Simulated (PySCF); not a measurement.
**Correlation energy of Cl³⁺ (chlorine, charge +3)**

[Ne] 3s2 3p2, high-spin 3P determinant. All numbers are calculated (PySCF 2.14, the spin-free X2C one-electron Hamiltonian (Gaussian nucleus), in aug-cc-pCVQZ-DK (10s9p7d5f3g, 134 functions)). Frozen: 1s2; 12 electrons correlated.

MP2 pair energies summed by pair of shells (mhartree):

```json
{"pair": "2p-2p", "energy": "-201.99", "share (%)": "49.1"}
{"pair": "2s-2p", "energy": "-64.56", "share (%)": "15.7"}
{"pair": "3s-3p", "energy": "-49.91", "share (%)": "12.1"}
{"pair": "2p-3s", "energy": "-26.60", "share (%)": "6.5"}
{"pair": "2p-3p", "energy": "-21.71", "share (%)": "5.3"}
{"pair": "3s-3s", "energy": "-20.54", "share (%)": "5.0"}
{"pair": "2s-2s", "energy": "-10.44", "share (%)": "2.5"}
{"pair": "3p-3p", "energy": "-8.00", "share (%)": "1.9"}
{"pair": "2s-3s", "energy": "-3.82", "share (%)": "0.9"}
{"pair": "2s-3p", "energy": "-3.60", "share (%)": "0.9"}
```

Total MP2 correlation energy: -411.18 mhartree.

Same-spin part -102.40 and opposite-spin part -308.78 mhartree; SCS-MP2 scales them by 1/3 and 6/5 to -404.66 mhartree.
